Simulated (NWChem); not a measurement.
## Correlation energy of H3Ga

SMILES: [GaH3]
```xyz
4

Ga     0.0000     0.0000     0.0000
H      0.0000     0.0000     1.5807
H      1.3689     0.0000    -0.7903
H     -1.3689     0.0000    -0.7903
```
Charge 0, spin multiplicity 1.

Everything below was run with NWChem. The geometry was optimised at PBE/def2-SVP, a minimum by its harmonic frequencies.

Basis set: def2-SVP. Each correlation energy counts from its own Hartree-Fock reference.

The Hamiltonian is non-relativistic. The correlated methods keep 9 core orbitals frozen. The structure started from a generated list of species. Coupled-cluster values serve here as a point of comparison, not as the truth.

Task: One of these methods gave a correlation energy of -240.6 mHa. Which?
A. CCSD
B. CR-CCSD[T]
C. MP2
D. SCS-MP2

Result: B, CR-CCSD[T]. The others give -225.5 (MP2), -234.1 (CCSD), -218.1 (SCS-MP2).
